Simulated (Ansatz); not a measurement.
Consider the hydrogen abstraction from the Si–H bond: `N[SiH](O)Cl` + F• → `N[Si](O)Cl`• + H–F.

Gas-phase electronic energies from Ansatz, PBE0-D4/def2-TZVP geometries. CCSD(T)/CBS is the MP2 limit (def2-TZVPP, def2-QZVPP) plus CCSD(T) − MP2 in def2-TZVPP, frozen cores. This one scheme is used for every species, atoms too. Functionals use def2-TZVPP. B3LYP here is the variant with VWN-RPA as its local correlation; programs differ in this. HSE06 is defined as in plane-wave codes. Open shells (•) are unrestricted, without spin–orbit coupling. Spin–orbit coupling would lower the free atoms: a little for F. Each species was taken in one conformer, which may not be the lowest.

| level | ΔE (kJ/mol) | difference from CCSD(T)/CBS |
| --- | --- | --- |
| revPBE-D4 | -195.0 | -18.4 |
| r2SCAN-D4 | -183.9 | -7.3 |
| PBE0-D4 | -176.6 | 0.0 |
| BHLYP-D4 | -135.7 | 40.9 |
| ωB97X-V | -161.1 | 15.5 |
| PBE | -208.4 | -31.8 |
| B3LYP | -176.4 | 0.2 |
| HSE06 | -178.3 | -1.7 |
| HF/def2-SVP | -50.6 | 126.0 |
| CCSD(T)/def2-SVP | -135.3 | 41.3 |
| HF/def2-TZVPP | -66.2 | 110.4 |
| MP2/def2-TZVPP | -190.4 | -13.8 |
| SCS-MP2/def2-TZVPP | -168.1 | 8.5 |
| CCSD/def2-TZVPP | -154.9 | 21.7 |
| SCS-MP2/def2-QZVPP | -176.2 | 0.4 |
| CCSD/CBS(def2) | -168.2 | 8.4 |
| CCSD(T)/CBS | -176.6 | 0 |

Largest T1 diagnostic among the species: 0.013.

From PBE to PBE0 (25 % exact exchange), in def2-TZVPP and without D4, ΔE moves by +31.0 kJ/mol. At CCSD(T), def2-SVP lies +41.3 kJ/mol from the extrapolated value and def2-TZVPP +13.3 kJ/mol. In def2-TZVPP, CCSD(T) changes the Hartree–Fock value by −97.0 kJ/mol (the triples alone add −8.3 kJ/mol) and MP2 by −124.2 kJ/mol.

CCSD(T)/CBS has its own doubt, a few kJ/mol and more with outer-core shells, so smaller differences from it don't rank the levels.
